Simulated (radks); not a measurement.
The numbers below are computed, except where a source is named.
Spin polarisation of the 4d7 shell in neutral ruthenium. Start: [Kr] 4d(up 3.5, down 3.5) 5s(up 0.5, down 0.5); electrons of 4d are moved from spin down to spin up, other shells keep equal spins. Code: a radial shooting solver on a logarithmic mesh with Libxc functionals. Model: non-relativistic Kohn-Sham, TPSS, spin-polarised, spherical densities, point nucleus; meta-GGA in the generalised Kohn-Sham scheme.

| moment (Bohr magnetons) | E - E(0) (eV) | e(4d up) (eV) | e(4d down) (eV) | 5s down minus up (eV) |
|---|---|---|---|---|
| 0 | 0.000 | -5.452 | -5.452 | 0.000 |
| 0.75 | -0.094 | -5.693 | -5.192 | 0.188 |
| 1.5 | -0.376 | -5.915 | -4.913 | 0.377 |
| 2.25 | -0.846 | -6.118 | -4.613 | 0.568 |
| 3 | -1.505 | -6.302 | -4.291 | 0.761 |

At moment 3 the spin-polarisation energy is -1.505 eV and the 4d exchange splitting 2.011 eV, that is 0.670 eV per Bohr magneton; E = -I m^2/4 would give I = 0.669 eV.
